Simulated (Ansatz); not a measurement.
```yaml
crystal:
  periodic: [false, false, false]
  atoms:
    - {symbol: Zn, position_ang: [-0.119753, 0.536057, 1.793398]}
    - {symbol: Zn, position_ang: [-0.071669, -0.359005, -1.316656]}
    - {symbol: Zn, position_ang: [-2.013211, 0.516148, 0.353117]}
    - {symbol: Se, position_ang: [2.206219, -0.622067, -0.586919]}
    - {symbol: Se, position_ang: [2.280747, -0.004801, 1.642127]}
    - {symbol: Se, position_ang: [-2.282332, -0.066321, -1.885057]}
basis:
  gaussian: {orbitals: def2-TZVP, initial_orbitals: start.molden}
total_charge: 1
magnetization: {spin_polarized: true, initial_magnetization: 1}
hamiltonian: {xc: pbe0, dispersion: d4}
scf: {omitted_lower_state_checks: [starts]}
output: {orbitals: {seedname: orbitals}}
```

The file start.molden holds the orbitals of an earlier run on this structure, at another level or in another basis.

```sh
$ ansatz run in.yaml --threads 4 --pin off --events-out ev --progress --plain --max-ram 4787MiB
```

Task: Does this run fit into the memory that it is given?

Result: No. It has 288 basis functions, and Ansatz plans for 6 GiB where 5 GiB are given.
